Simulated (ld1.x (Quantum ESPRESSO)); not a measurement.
**Sb (Z = 51): one change to an RRKJ potential, before and after**

```json
{
  "Element": "Sb",
  "Generator": "ld1.x (Quantum ESPRESSO) 7.5",
  "Type": "norm-conserving RRKJ (Kleinman–Bylander form)",
  "Functional": "revPBE",
  "Relativity": "scalar-relativistic",
  "Frozen core": "[Kr] 4d10",
  "Valence charge": "5",
  "Reference configuration": "5s2 5p3",
  "Partial waves": "5p (bound): rc 1.80 bohr; 5s (bound): rc 1.90 bohr",
  "Local potential": "the s channel",
  "Core correction": "Bessel-smoothed model core inside 1.60 bohr",
  "rho0": "0.02"
}
```

All-electron outer shells of the reference configuration (revPBE, scalar-relativistic, ld1.x):

| shell | level (eV) | outermost node (bohr) | outermost maximum (bohr) |
| --- | --- | --- | --- |
| 4p | -101.79 | 0.39 | 0.76 |
| 4d | -33.48 | 0.38 | 0.84 |
| 5s | -12.77 | 0.95 | 1.90 |
| 5p | -4.78 | 1.04 | 2.35 |

Change: wave 5s (bound): rc 1.90 bohr becomes 5s (bound): rc 2.44 bohr.

Cutoffs: the cutoffs (Ry, on a coarse ladder) from which the occupation-weighted sum of valence levels, in a spherical-Bessel basis at the reference potential, stays within 10 and 1 mRy of its value at 400 Ry; they do not see the model core or the augmentation charge, which bear on the density cutoff. Errors are all-electron minus pseudo energies relative to the spin-unpolarised reference configuration.

Question: How do hardness, ghosts and transferability respond?

Answer: The potential gets neither clearly harder nor softer (30 Ry and 40 Ry → 30 Ry and 40 Ry); the p channel sets the loose cutoff, while the largest relative change is in s, which becomes softer; of the 7 tests that both files solve, the error grows in 3 and shrinks in 3 by more than 15 % and 0.3 meV (median size 24.9 → 29.2 meV); neither file shows a bound ghost.

```tsv
quantity	base	changed
cutoff, loose	30 Ry	30 Ry
cutoff, tight	40 Ry	40 Ry
loose cutoff by channel (10 mRy a level)	p 21 Ry, s 12 Ry	p 18 Ry, s 10 Ry
bound ghosts	none	none
error for 5s2 5p2, meV [ΔE 8.26 eV]	-5.4	-4.1
error for 5s2 5p1, meV [ΔE 24.15 eV]	-38	-29
error for 5s2 5p0, meV [ΔE 48.44 eV]	-151	-119
error for 5s0 5p5, meV [ΔE 16.38 eV]	-44	-88
error for 5s1 5p4, meV [ΔE 8.09 eV]	-11	-21
error for 5s2 5p2.5, meV [ΔE 3.24 eV]	-1.2	-1.0
error for 5s1 5p3, meV [ΔE 16.98 eV]	-25	-33
```
